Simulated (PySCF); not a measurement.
C2H2F2, charge -1, doublet, at a GFN2-xTB geometry (a state made from the parent by changing its charge; the spin is typed, not shown lowest) (in this run its highest filled SCF level lies above zero, so its values depend strongly on the basis, on diffuse functions most of all), atoms displaced at random by about 0.03 Å a coordinate; PBE/STO-3G, gradient (PySCF).

PySCF was given this input:
```python
from pyscf import gto, scf, dft

mol = gto.M(
    atom='''
C     1.386106   -0.186296   -0.297246
C     0.081316   -0.055139    0.347617
F    -0.885109   -1.015938   -0.000383
F    -0.545785    1.290024   -0.042583
H     2.073355    0.614803   -0.044273
H     1.814356   -1.088099   -0.037795
''',
    basis='sto-3g',
    charge=-1,
    spin=1,
    verbose=4,
)

mf = dft.UKS(mol)
mf.xc = 'pbe'
mf.conv_tol = 1e-4
mf.kernel()
g = mf.nuc_grad_method()
grad = g.kernel()
```

Question: Write the output that PySCF gives for this input, abridged.

Answer: 
```
PySCF version 2.14.0

[INPUT] verbose = 4
[INPUT] num. atoms = 6
[INPUT] num. electrons = 33
[INPUT] charge = -1
[INPUT] spin (= nelec alpha-beta = 2S) = 1
[INPUT] symmetry False subgroup None
[INPUT] Mole.unit = angstrom
[INPUT] Symbol           X                Y                Z      unit          X                Y                Z       unit  Magmom
[INPUT]  1 C      1.386106000000  -0.186296000000  -0.297246000000 AA    2.619360719616  -0.352048418102  -0.561713531622 Bohr   0.0
[INPUT]  2 C      0.081316000000  -0.055139000000   0.347617000000 AA    0.153664969545  -0.104197608782   0.656900926243 Bohr   0.0
[INPUT]  3 F     -0.885109000000  -1.015938000000  -0.000383000000 AA   -1.672613600388  -1.919844579538  -0.000723765106 Bohr   0.0
[INPUT]  4 F     -0.545785000000   1.290024000000  -0.042583000000 AA   -1.031384172896   2.437792054116  -0.080470207562 Bohr   0.0
[INPUT]  5 H      2.073355000000   0.614803000000  -0.044273000000 AA    3.918073108998   1.161809290561  -0.083663844713 Bohr   0.0
[INPUT]  6 H      1.814356000000  -1.088099000000  -0.037795000000 AA    3.428635932461  -2.056209106413  -0.071422198878 Bohr   0.0

nuclear repulsion = 109.476644681136
number of shells = 14
number of NR pGTOs = 66
number of NR cGTOs = 22
basis = sto-3g
ecp = {}

******** <class 'pyscf.dft.uks.UKS'> ********
method = UKS
initial guess = minao
damping factor = 0
level_shift factor = 0
DIIS = <class 'pyscf.scf.diis.CDIIS'>
diis_start_cycle = 1
diis_space = 8
diis_damp = 0
SCF conv_tol = 0.0001
SCF conv_tol_grad = None
SCF max_cycles = 50
direct_scf = True
direct_scf_tol = 1e-13
number electrons alpha = 17  beta = 16
XC library pyscf.dft.libxc version 7.1.2
    S. Lehtola, C. Steigemann, M. J. T. Oliveira, and M. A. L. Marques,  SoftwareX 7, 1–5 (2018)
XC functionals = pbe
    J. P. Perdew, K. Burke, and M. Ernzerhof,  Phys. Rev. Lett. 77, 3865 (1996)
    J. P. Perdew, K. Burke, and M. Ernzerhof,  Phys. Rev. Lett. 78, 1396 (1997)
    J. P. Perdew, K. Burke, and M. Ernzerhof,  Phys. Rev. Lett. 77, 3865 (1996)
    J. P. Perdew, K. Burke, and M. Ernzerhof,  Phys. Rev. Lett. 78, 1396 (1997)
radial grids:
    Treutler-Ahlrichs [JCP 102, 346 (1995); DOI:10.1063/1.469408] (M4) radial grids

becke partition: Becke, JCP 88, 2547 (1988); DOI:10.1063/1.454033
pruning grids: <function nwchem_prune>
grids dens level: 3
symmetrized grids: False
atomic radii adjust function: <function treutler_atomic_radii_adjust>
small_rho_cutoff = 0
Set gradient conv threshold to 0.01
tot grids = 76376
init E= -272.99096302064

cycle= 1 E= -272.605610789392  delta_E= 0.385  |g|= 0.365  |ddm|= 2.29
cycle= 2 E= -272.428610605385  delta_E= 0.177  |g|= 0.635  |ddm|= 1.25
cycle= 3 E= -272.689409973073  delta_E= -0.261  |g|= 0.0901  |ddm|= 0.954
cycle= 4 E= -272.696401238603  delta_E= -0.00699  |g|= 0.038  |ddm|= 0.255
cycle= 5 E= -272.697547999021  delta_E= -0.00115  |g|= 0.00782  |ddm|= 0.0768
cycle= 6 E= -272.697567633079  delta_E= -1.96e-05  |g|= 0.00536  |ddm|= 0.0215
Extra cycle  E= -272.697480473333  delta_E= 8.72e-05  |g|= 0.0113  |ddm|= 0.0329
converged SCF energy = -272.697480473333  <S^2> = 0.75115143  2S+1 = 2.0011511

******** <class 'pyscf.grad.uks.Gradients'> for <class 'pyscf.dft.uks.UKS'> ********
unit = Eh/Bohr
grid_response = False
--------------- UKS gradients ---------------
         x                y                z
0 C     0.0198086372    -0.0307931715     0.0307876201
1 C     0.0186100058    -0.0694496294    -0.0077564668
2 F     0.0148433811     0.0195370864     0.0088716932
3 F    -0.0111744867     0.0340839081    -0.0117240352
4 H    -0.0087411442    -0.0146618596    -0.0061323418
5 H    -0.0332373083     0.0613245808    -0.0139802402
----------------------------------------------
```
